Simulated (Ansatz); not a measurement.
`F[SiH2][SbH][SeH]` + H₂ → `F[SiH2][SbH2]` + H₂Se at 500 K and 1 bar (hydrogenolysis of the Sb–Se bond).

Isolated molecules relaxed with PBE0-D4/def2-TZVP in Ansatz; ΔE leaves out vibrations. CCSD(T)/CBS is the MP2 limit (def2-TZVPP, def2-QZVPP) plus CCSD(T) − MP2 in def2-TZVPP, frozen cores. This one scheme is used for every species. Elements past krypton have def2 core potentials. For Sb, Se outer-core shells are correlated without core-valence functions, which leaves a few kJ/mol of doubt a bond. Scalar relativity is left out up to krypton. One conformer a species, not always the lowest.

| species | CCSD(T)/CBS energy (Eh) | H − E (kJ/mol) | S (J/(mol·K)) |
| --- | --- | --- | --- |
| `F[SiH2][SbH][SeH]` | -3032.08032 | 139.6 | 453.1 |
| H₂ | -1.17544 | 41.0 | 145.5 |
| `F[SiH2][SbH2]` | -631.33896 | 124.7 | 378.2 |
| H₂Se | -2401.89790 | 53.1 | 237.8 |

H − E and S are ideal-gas, rigid-rotor, harmonic terms from PBE0-D4/def2-TZVP, for one conformer and one mirror image of each species. For small species the MP2-based limit differs from directly extrapolated CCSD(T) by up to some mEh (0.8 for H₂); such offsets cancel only in part. 1 Eh = 2625.50 kJ/mol, R = 8.31446 J/(mol·K).

**Question.** By hand: ΔE, ΔH, ΔS and ΔG.

**Answer.** ΔE = (-631.33896) + (-2401.89790) − (-3032.08032) − (-1.17544) = 0.01890 Eh = 49.6 kJ/mol. Δ(H − E) = 124.7 + 53.1 − 139.6 − 41.0 = -2.8, so ΔH = 46.8 kJ/mol. ΔS = 378.2 + 237.8 − 453.1 − 145.5 = 17.4 J/(mol·K). ΔG = 46.8 − 500 × (17.4)/1000 = 38.1 kJ/mol.

**Question.** By hand: the equilibrium constant, and the temperature at which ΔG would vanish if ΔH and ΔS stayed fixed.

**Answer.** log₁₀ K = −ΔG/(RT ln 10) = -4.0. ΔG = 0 at ΔH/ΔS = 2690 K, far beyond where these terms or the molecules hold.

ΔH outweighs TΔS. A doubt of 5 kJ/mol in ΔE shifts log₁₀ K by 0.5 here. Other conformers and mirror images would add mixing entropy, several J/(mol·K) or more a flexible species. Modes under 60 cm⁻¹, often nearly free rotors, make the harmonic entropy too high. These are equilibria of isolated gas molecules and say nothing of rates. Largest T1 diagnostic: 0.013 (customary marks: 0.02 for closed shells, 0.045 for open ones).
